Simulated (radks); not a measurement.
The zirconium ion Zr2+ inside a hard spherical wall (all orbitals vanish at R), configuration held at [Kr] 4d2 and not refilled when levels cross. Method: scalar-relativistic Kohn-Sham, r2SCAN, spin-polarised, spherical densities, finite nucleus; open shells are filled with parallel spins first (spin-orbit coupling, left out, can overturn this in heavy ions); meta-GGA in the generalised Kohn-Sham scheme; Fermi nuclear charge, rms radius 4.2694 fm; computed with a radial shooting solver on a logarithmic mesh with Libxc functionals. Eigenvalues in eV for spin up, with the zero of energy where the potential of the charges vanishes at infinity; a dash marks a level that is unbound or too diffuse for the functional's potential to be trusted. A positive occupied level is held by the wall or, in an anion where self-interaction has pushed it up, behind a barrier. The pressure on the wall is -dE/dV.

[
 {"R (bohr)": "free", "E (hartree)": "-3598.34518", "kinetic (hartree)": "3699.988", "e(3d)": "-191.53", "e(4s)": "-71.045", "e(4p)": "-48.443", "e(4d)": "-17.781", "e(5s, empty)": "-15.897", "e(5p, empty)": "-11.333", "pressure (GPa)": "0"},
 {"R (bohr)": "20", "E (hartree)": "-3598.34518", "kinetic (hartree)": "3699.988", "e(3d)": "-191.53", "e(4s)": "-71.045", "e(4p)": "-48.443", "e(4d)": "-17.781", "e(5s, empty)": "-15.897", "e(5p, empty)": "-11.333", "pressure (GPa)": "< 0.0001"},
 {"R (bohr)": "15", "E (hartree)": "-3598.34518", "kinetic (hartree)": "3699.988", "e(3d)": "-191.53", "e(4s)": "-71.045", "e(4p)": "-48.443", "e(4d)": "-17.781", "e(5s, empty)": "-15.897", "e(5p, empty)": "-11.333", "pressure (GPa)": "< 0.0001"},
 {"R (bohr)": "10", "E (hartree)": "-3598.34518", "kinetic (hartree)": "3699.988", "e(3d)": "-191.53", "e(4s)": "-71.045", "e(4p)": "-48.442", "e(4d)": "-17.781", "e(5s, empty)": "-15.897", "e(5p, empty)": "-11.324", "pressure (GPa)": "< 0.0001"},
 {"R (bohr)": "8", "E (hartree)": "-3598.34512", "kinetic (hartree)": "3699.989", "e(3d)": "-191.52", "e(4s)": "-71.040", "e(4p)": "-48.437", "e(4d)": "-17.776", "e(5s, empty)": "-15.876", "e(5p, empty)": "-11.218", "pressure (GPa)": "0.00453"},
 {"R (bohr)": "5", "E (hartree)": "-3598.33114", "kinetic (hartree)": "3700.090", "e(3d)": "-190.97", "e(4s)": "-70.585", "e(4p)": "-48.015", "e(4d)": "-17.259", "e(5s, empty)": "-14.033", "e(5p, empty)": "-7.628", "pressure (GPa)": "2.23"},
 {"R (bohr)": "2", "E (hartree)": "-3591.86328", "kinetic (hartree)": "3728.275", "e(3d)": "-151.67", "e(4s)": "-38.927", "e(4p)": "-12.148", "e(4d)": "32.523", "e(5s, empty)": "132.72", "e(5p, empty)": "158.05", "pressure (GPa)": "10200"}
]
